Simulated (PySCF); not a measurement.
ClGeH4OSi, GeH8OSi2, CH4GeOSi, GeH4O2Si and others (calculated)

Calculation on a computer-drawn molecule: optimised geometry and harmonic frequencies of an isolated molecule of the commonest isotopes, restricted reference for singlets and unrestricted otherwise, frozen core in MP2; on germanium a core potential holds 10 electrons, which the energies leave out, and 3d is frozen in MP2 and coupled-cluster steps. Program: PySCF 2.14.0.

Common to all runs: method HF; basis cc-pV(D+d)Z; basis and core potential on germanium cc-pVDZ-PP ECP10MDF.

(1) ClGeH4OSi

Start structure:
```xyz
8
ClGeH4OSi
O     -0.7784    -1.6291    -0.5263
Si     0.6188    -0.9546    -0.6529
Cl     2.1694    -1.9777    -0.0520
Ge    -0.2134     0.4906     1.3918
H     -1.2530    -2.2939    -1.0829
H      0.6359    -0.0149    -1.7731
H     -1.7350     0.7181     1.6495
H      0.3800     1.1785     2.6225
```

* charge: 1
* multiplicity: 1
* rotational constants: 4.092, 1.413, 1.134 GHz
* total energy: -1118.8311 hartree
* convergence status largest gradient component: 9.972e-06 hartree/bohr

Drawn bonds:
```tsv
atom	other atom	order
1	2	1
2	3	1
2	4	1
1	5	1
2	6	1
4	7	1
4	8	1
```

Optimised structure:
```xyz
8
ClGeH4OSi
O     -0.8055    -1.9345    -0.3971
Si     0.3576    -0.8331    -0.5742
Cl     2.2346    -1.4518    -0.1524
Ge    -0.2950     0.5341     1.3501
H     -0.9355    -2.7069    -0.9360
H      0.3193    -0.0313    -1.7916
H     -0.8044     1.9671     1.3152
H     -0.2467    -0.0266     2.7626
```

Modes:
```tsv
frequency (cm⁻¹)	reduced mass (dalton)
36.41	1.483
108.5	2.685
156	5.049
232.5	1.409
294.3	2.786
345.8	3.816
465.3	1.424
592.5	4.246
630.5	1.319
742.8	1.084
829.1	1.303
878.8	1.108
956.5	1.19
1008	3.278
2289	1.016
2310	1.025
2435	1.043
4100	1.068
```

(2) GeH8OSi2

Start structure:
```xyz
12
GeH8OSi2
O     -1.9713     0.9104    -1.2864
Si    -0.6201     0.2279    -0.7271
Si    -0.6321    -2.0762    -0.9845
Ge    -0.3638     0.8421     1.5121
H     -2.7982     0.8618    -0.9616
H      0.3885     0.8938    -1.4602
H     -1.7739    -2.5488    -1.7058
H      0.5210    -2.5906    -1.6203
H     -0.7620    -2.7220     0.3440
H     -1.0686    -0.0348     2.5779
H      1.0501     0.8929     2.0872
H     -0.9025     2.1945     1.9841
```

* charge: 0
* multiplicity: 1
* rotational constants: 3.52, 1.233, 0.9802 GHz
* total energy: -950.8035 hartree
* convergence status largest gradient component: 1.118e-05 hartree/bohr

Drawn bonds:
```tsv
atom	other atom	order
1	2	1
2	3	1
2	4	1
1	5	1
2	6	1
3	7	1
3	8	1
3	9	1
4	10	1
4	11	1
4	12	1
```

Optimised structure:
```xyz
12
GeH8OSi2
O     -2.3430     0.8088    -1.0606
Si    -0.8115     0.2807    -0.6793
Si    -0.6027    -2.0594    -0.9959
Ge    -0.2237     0.9105     1.5741
H     -3.0778     0.4927    -0.5568
H      0.0898     0.9851    -1.6162
H     -0.8749    -2.4317    -2.4055
H      0.7675    -2.4999    -0.6357
H     -1.5703    -2.7756    -0.1255
H     -1.2158     0.3025     2.5785
H      1.1792     0.4033     1.9340
H     -0.2497     2.4340     1.7483
```

Modes:
```tsv
frequency (cm⁻¹)	reduced mass (dalton)
77.15	1.033
91.99	3.246
101.9	1.186
165.6	3.057
177.4	2.91
225.8	1.325
329	5.409
425.8	1.841
443.5	1.211
520.8	1.49
568.5	1.357
580.5	1.279
785	1.116
817.9	1.425
872.8	1.898
903.2	1.29
932.1	1.174
964.4	1.024
966.6	1.027
989.3	1.142
1020	1.036
1025	1.04
2193	1.022
2205	1.023
2215	1.013
2289	1.044
2299	1.032
2302	1.044
2318	1.04
4173	1.067
```

(3) CH4GeOSi

Start structure:
```xyz
8
CH4GeOSi
O     -1.7963    -2.4193     2.1790
Si    -1.0651    -1.1034     2.5088
C     -1.8117     0.4253     2.0328
Ge    -3.5264     0.7178     1.0462
H     -2.6742    -2.4200     1.6729
H      0.0594    -1.5636     3.2373
H     -1.3146     1.3720     2.3421
H     -3.9279    -0.9714     0.9682
```

* charge: 0
* multiplicity: 1
* rotational constants: 10.17, 1.57, 1.36 GHz
* total energy: -697.3518 hartree
* convergence status largest gradient component: 9.815e-06 hartree/bohr

Drawn bonds:
```tsv
atom	other atom	order
1	2	1
2	3	2
3	4	1
1	5	1
2	6	1
3	7	1
4	8	1
```

Optimised structure:
```xyz
8
CH4GeOSi
O     -1.8496    -2.5343     2.1575
Si    -1.1914    -1.0913     2.4763
C     -1.8277     0.4330     2.0545
Ge    -3.4766     0.6930     1.1062
H     -2.6753    -2.5397     1.6875
H      0.0560    -1.3636     3.1973
H     -1.2590     1.3132     2.3442
H     -3.8331    -0.8729     0.9638
```

Modes:
```tsv
frequency (cm⁻¹)	reduced mass (dalton)
152.8	7.426
155.3	3.101
325.4	1.154
334.4	5.585
539.8	1.261
593.8	3.575
638.5	1.157
796.9	1.1
816.2	1.061
897	2.789
918.5	1.252
985.8	1.349
1070	1.972
1197	2.691
1856	1.022
2400	1.043
3306	1.087
4102	1.066
```

(4) ClGeH4OSi

Start structure:
```xyz
8
ClGeH4OSi
O     -0.6859     2.9990    -0.1759
Si    -0.3260     1.6685    -0.9312
Ge    -1.2226    -0.2171     0.2730
Cl    -0.3145    -2.0189    -0.2889
H     -1.6062     3.3347     0.0009
H      1.1286     1.7889    -0.8732
H     -1.1600    -0.3906     1.7684
H     -2.6519    -0.4184    -0.0442
```

- charge: 0
- multiplicity: 2
- rotational constants: 6.421, 1.283, 1.095 GHz
- total energy: -1119.0603 hartree
- spin squared: 0.7569
- convergence status largest gradient component: 1.473e-05 hartree/bohr

Drawn bonds:
```tsv
atom	other atom	order
1	2	1
2	3	1
3	4	1
1	5	1
2	6	1
3	7	1
3	8	1
```

Optimised structure:
```xyz
8
ClGeH4OSi
O     -0.8231     3.0898    -0.2067
Si    -0.2442     1.6488    -0.7847
Ge    -1.2315    -0.2431     0.3406
Cl    -0.4071    -2.0115    -0.6620
H     -1.7172     3.3376    -0.3896
H      1.2148     1.6683    -0.5508
H     -0.8823    -0.4108     1.8200
H     -2.7478    -0.3330     0.1620
```

Modes:
```tsv
frequency (cm⁻¹)	reduced mass (dalton)
41.17	4.769
83.88	12.42
192.7	7.5
263.1	1.154
376.5	11.03
399	1.081
414.3	25.31
621.3	1.141
702.2	1.071
784.7	1.052
806.2	1.224
887.1	2.688
920.1	1.344
954.9	1.081
2227	1.023
2234	1.017
2319	1.043
4170	1.067
```

(5) GeH4O2Si

Start structure:
```xyz
8
GeH4O2Si
O      2.4085    -0.7980     0.0601
Si     3.1475     0.1300    -0.9656
Ge     1.8283     2.1317    -0.6986
O      0.5206     1.1479     0.2412
H      1.5730    -0.5145     0.5237
H      1.0446     2.5489    -2.0034
H      1.6593     3.5384     0.0675
H     -0.2429     1.7082     0.5045
```

- charge: 0
- multiplicity: 1
- rotational constants: 6.268, 2.406, 1.776 GHz
- total energy: -734.3907 hartree
- convergence status largest gradient component: 9.499e-06 hartree/bohr

Drawn bonds:
```tsv
atom	other atom	order
1	2	1
2	3	1
3	4	1
1	5	1
3	6	1
3	7	1
4	8	1
```

Optimised structure:
```xyz
8
GeH4O2Si
O      2.3957    -0.7500     0.0717
Si     3.3309     0.2401    -0.8355
Ge     1.6446     2.0978    -0.7246
O      0.4419     1.1875     0.2904
H      1.5488    -0.4305     0.3843
H      0.9279     2.5302    -2.0187
H      2.0093     3.3894     0.0331
H     -0.3602     1.6282     0.5287
```

Modes:
```tsv
frequency (cm⁻¹)	reduced mass (dalton)
88.66	5.412
197.2	1.118
198.6	5.517
264	11.8
360.3	11.17
370.8	1.108
675.5	11.34
702.2	1.083
785.5	1.043
801.3	1.083
918.9	2.639
939.9	1.638
959.2	1.105
1110	1.083
2166	1.024
2177	1.016
3952	1.067
4164	1.067
```

(6) Al2GeH5

Start structure:
```xyz
8
Al2GeH5
Al     0.4545    -3.9007     1.2965
Al    -0.1595    -1.4036     1.3453
Ge    -0.6098     0.7368     0.1299
H      0.8040    -5.4140     0.9099
H     -0.1957    -1.7783     2.9371
H     -1.7565     0.5164    -0.7909
H     -0.9061     1.8209     1.2083
H      0.5893     1.0615    -0.6621
```

- charge: 1
- multiplicity: 1
- rotational constants: 9.45, 1.131, 1.023 GHz
- total energy: -779.8634 hartree
- convergence status largest gradient component: 1.74e-05 hartree/bohr

Drawn bonds:
```tsv
atom	other atom	order
1	2	1
2	3	1
1	4	1
2	5	1
3	6	1
3	7	1
3	8	1
```

Optimised structure:
```xyz
8
Al2GeH5
Al     0.4185    -3.7295     0.9173
Al    -0.2481    -1.2552     1.8943
Ge    -0.5668     0.5583     0.1864
H      0.7998    -5.1476     0.3713
H     -0.3151    -1.4359     3.4485
H     -1.7081     0.1211    -0.7298
H     -0.8915     1.8643     0.8978
H      0.7315     0.6634    -0.6117
```

Modes:
```tsv
frequency (cm⁻¹)	reduced mass (dalton)
30.08	1.084
72.25	6.413
251	10.59
306.7	1.052
330.1	2.449
360.6	1.65
372.2	1.107
473.9	1.139
507	1.177
604.3	1.108
858.3	1.036
952	1.019
955.9	1.019
2051	1.044
2064	1.046
2241	1.024
2244	1.015
2269	1.02
```

(7) AlClGeH3

Start structure:
```xyz
6
AlClGeH3
Al    -1.2759     0.3863    -2.3682
Ge    -0.1702    -1.0296    -4.1384
Cl    -1.2746    -2.7439    -4.8373
H     -2.0781     1.1315    -1.4315
H      0.1809    -0.0990    -5.2210
H      1.1347    -1.5082    -3.4014
```

* charge: 1
* multiplicity: 1
* rotational constants: 5.581, 2.479, 1.757 GHz
* total energy: -996.3157 hartree
* convergence status largest gradient component: 2.307e-05 hartree/bohr

Drawn bonds:
```tsv
atom	other atom	order
1	2	1
2	3	1
1	4	1
2	5	1
2	6	1
```

Optimised structure:
```xyz
6
AlClGeH3
Al    -1.3230     0.3170    -2.4357
Ge     0.0270    -0.9908    -4.1508
Cl    -1.4493    -2.5004    -4.5598
H     -2.2475     1.0249    -1.4055
H      0.2664    -0.1233    -5.3676
H      1.2432    -1.5903    -3.4784
```

Modes:
```tsv
frequency (cm⁻¹)	reduced mass (dalton)
75.09	8.071
302.6	16.4
348.7	1.041
406.5	1.175
446.9	35.45
492.7	1.151
661	1.036
767.8	1.044
912.7	1.021
2112	1.046
2310	1.014
2323	1.027
```

(8) AlCl2GeH2

Start structure:
```xyz
6
AlCl2GeH2
Al     0.4381    -0.3323     1.0478
Ge    -1.6779    -1.4732     1.6239
Cl    -1.5338    -2.8390     3.1977
Cl    -3.2969    -0.1109     1.8789
H      1.7407     0.4378     0.9624
H     -1.9532    -2.3880     0.2505
```

- charge: 1
- multiplicity: 1
- rotational constants: —
- total energy: —

Drawn bonds:
```tsv
atom	other atom	order
1	2	1
2	3	1
2	4	1
1	5	1
2	6	1
```

Question: AlCl2GeH2 (entry 8): rotational constants?
Answer: 2.016, 1.99, 1.177 GHz

Question: AlCl2GeH2 (entry 8): total energy?
Answer: -1455.2797 hartree

Further results for AlCl2GeH2 (entry 8):

* convergence status largest gradient component: 9.593e-06 hartree/bohr

Optimised structure:
```xyz
6
AlCl2GeH2
Al     0.4174    -0.3280     1.1486
Ge    -1.7571    -1.6083     1.4480
Cl    -1.3682    -2.7536     3.2000
Cl    -3.1484    -0.0444     1.8367
H      1.7325     0.4933     1.0569
H     -2.1591    -2.4647     0.2710
```

Modes:
```tsv
frequency (cm⁻¹)	reduced mass (dalton)
71.87	7.971
113.2	8.627
155.3	31.53
311.4	15.98
400.5	1.177
404.6	1.166
444.6	32.66
475.2	42.54
698.4	1.048
750.6	1.031
2117	1.046
2331	1.021
```
